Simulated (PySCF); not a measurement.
# Zn: ionisation energy

Zn [Ar] 3d10 4s2 (1S) → Zn⁺ [Ar] 3d10 4s1 (2S), as a difference of total energies. Computed with PySCF 2.14 in cc-pVTZ-DK, with the spin-free X2C one-electron Hamiltonian (Gaussian nucleus). Correlated levels: valence: [Ar] frozen. The calculations carry no spin-orbit coupling.

```tsv
method	ionisation energy (eV)
UHF	7.777
MN15	9.439
B3LYP	9.598
MP2 (valence)	9.031
SCS-MP2 (valence)	9.045
```

Task: How much does correlation contribute at MP2 (valence)?

Result: 9.031 − (7.777) = 1.254 eV, measured against UHF.

Errors of the correlated levels include the incompleteness of this basis and the frozen core.

MP2 underrates the near-degeneracy of ns² with np² in the lower species.

For comparison: 9.394 eV (measured; NIST Atomic Spectra Database, ionization energies).
